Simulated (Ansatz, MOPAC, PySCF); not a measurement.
Species: IBr (charge 0, singlet). SMILES: BrI
Geometry: optimised at B3LYP-D3(BJ)/def2-TZVP (Ansatz, a quantum-chemistry and plane-wave program).

Wanted: vertical ionisation energy to the doublet, in eV. Set-up: valence correlation only (noble-gas shells and the d and f shells of earlier blocks); UHF or UKS for open shells; LANL2DZ with its own core potentials from Na on; def2 sets with scalar-relativistic core potentials past Kr; each state is the SCF solution reached for its charge and spin; no spin-orbit coupling; PM7 with its own dispersion and hydrogen-bond terms. First-principles rows: single points at B3LYP-D3(BJ) geometries (Ansatz). Semi-empirical rows: differences of heats of formation at the shared geometry for vertical values.

```json
[
 {"level": "PM3", "program": "MOPAC", "vertical ionisation energy to the doublet (eV)": "9.79"},
 {"level": "PM6", "program": "MOPAC", "vertical ionisation energy to the doublet (eV)": "10.00"},
 {"level": "PM7", "program": "MOPAC", "vertical ionisation energy to the doublet (eV)": "9.37"},
 {"level": "MNDO", "program": "MOPAC", "vertical ionisation energy to the doublet (eV)": "10.93"},
 {"level": "HF/LANL2DZ", "program": "Ansatz", "vertical ionisation energy to the doublet (eV)": "9.95"},
 {"level": "PBE/LANL2DZ", "program": "Ansatz", "vertical ionisation energy to the doublet (eV)": "10.04"},
 {"level": "B3LYP/LANL2DZ", "program": "Ansatz", "vertical ionisation energy to the doublet (eV)": "10.27"},
 {"level": "M06-2X/LANL2DZ", "program": "PySCF", "vertical ionisation energy to the doublet (eV)": "10.45"},
 {"level": "MP2/LANL2DZ", "program": "Ansatz", "vertical ionisation energy to the doublet (eV)": "9.99"},
 {"level": "B3LYP/def2-TZVPD", "program": "Ansatz", "vertical ionisation energy to the doublet (eV)": "9.96"},
 {"level": "M06-2X/def2-TZVPD", "program": "PySCF", "vertical ionisation energy to the doublet (eV)": "10.08"},
 {"level": "wB97X-V/def2-TZVPD", "program": "Ansatz", "vertical ionisation energy to the doublet (eV)": "10.17"}
]
```

No value to compare with is used here. The 9 habitual levels span 9.37 (PM7) to 10.93 eV (MNDO); wB97X-V/def2-TZVPD gives 10.17.

The levels are drawn from those run, B3LYP/6-31G* more often than the rest, none by its result; runs whose electronic state is in doubt are left out.
